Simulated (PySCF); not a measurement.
C2H6NO, charge +1. Atoms are numbered in the order given.

```xyz
10

C     -0.3816    -1.3722     0.0000
C      0.0153     0.0605     0.0000
N     -0.8572     1.0308     0.0000
O      1.2636     0.4208     0.0000
H      0.0389    -1.8665     0.8919
H     -1.4710    -1.5003     0.0000
H      0.0389    -1.8665    -0.8919
H     -0.5482     2.0045     0.0000
H     -1.8566     0.8426     0.0000
H      1.8881    -0.3256     0.0000
```
Charge +1, spin multiplicity 1.

Coordinates come from a B3LYP-D3(BJ)/def2-SVP optimisation. The isomer is the one that the SMILES or the coordinates give; other isomers of the formula were not compared. Other conformers were not sampled.

Method: PBE/pcSseg-1 (PySCF).

GIAO shieldings, no solvent; atoms alike by connectivity are averaged. δ = σ(ref) − σ: ¹³C against TMS (σ = 182.0 ppm); ¹⁵N against NH3 (σ = 267.0 ppm); ¹⁷O against H2O (σ = 334.3 ppm); ¹H against TMS (σ = 31.49 ppm), references at their B3LYP-D3(BJ)/def2-TZVP geometries, non-relativistic.

| atoms | nucleus | count | δ (ppm) |
|---|---|---|---|
| C2 | ¹³C | 1 | … |
| C1 | ¹³C | 1 | … |
| N3 | ¹⁵N | 1 | … |
| O4 | ¹⁷O | 1 | 230.0 |
| H10 | ¹H | 1 | 8.01 |
| H8, H9 | ¹H | 2 | 7.12 |
| H5, H6, H7 | ¹H | 3 | 3.11 |

Question: Some entries are withheld; supply them. (The exact figures need the calculation; the answer reports its results.)

Answer: 
- C2, δ (ppm): 186.7
- C1, δ (ppm): 24.4
- N3, δ (ppm): 156.2
